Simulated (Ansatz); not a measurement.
Isolated molecules relaxed with PBE0-D4/def2-TZVP in Ansatz; ΔE leaves out vibrations. CCSD(T)/CBS adds triple-zeta CCSD(T) − MP2 to the extrapolated MP2 energy (def2 sets, frozen cores). DFT in def2-TZVPP. B3LYP here is the variant with VWN-RPA as its local correlation; programs differ in this. For Ge outer-core shells are correlated without core-valence functions, which leaves a few kJ/mol of doubt a bond. Scalar relativity is left out up to krypton. One conformer a species, not always the lowest.

Consider the redistribution: `F[Si]1([GeH3])CO1` + `CO[SiH](C)C` → `CO[Si]1(F)CO1` + `C[SiH](C)[GeH3]`.

**Question.** Is it downhill or uphill in electronic energy at CCSD(T)/CBS, and by how much? (An estimate is asked.)

**Answer.** The calculation gave: Downhill: ΔE = -1.7 kcal/mol.

**Question.** What do these levels give: PBE-D4, r2SCAN-D4, PBE0-D4, B3LYP-D4, ωB97X-V, ωB97M-V, PBE, PBE0, HF/def2-TZVPP, SCS-MP2/def2-TZVPP, HF/def2-QZVPP, CCSD/CBS(def2)? (Best estimate.)

**Answer.** The calculation gave: PBE-D4 -0.2, r2SCAN-D4 -1.3, PBE0-D4 -1.2, B3LYP-D4 -1.0, ωB97X-V -1.1, ωB97M-V -1.1, PBE -0.1, PBE0 -1.1, HF/def2-TZVPP -2.7, SCS-MP2/def2-TZVPP -1.8, HF/def2-QZVPP -2.6, CCSD/CBS(def2) -1.9 kcal/mol.

Largest T1 diagnostic among the species: 0.013.

In def2-TZVPP, CCSD(T) changes the Hartree–Fock value by +0.8 kcal/mol (the triples alone add +0.2 kcal/mol) and MP2 by +0.9 kcal/mol. From PBE to PBE0 (25 % exact exchange), in def2-TZVPP and without D4, ΔE moves by −1.0 kcal/mol.
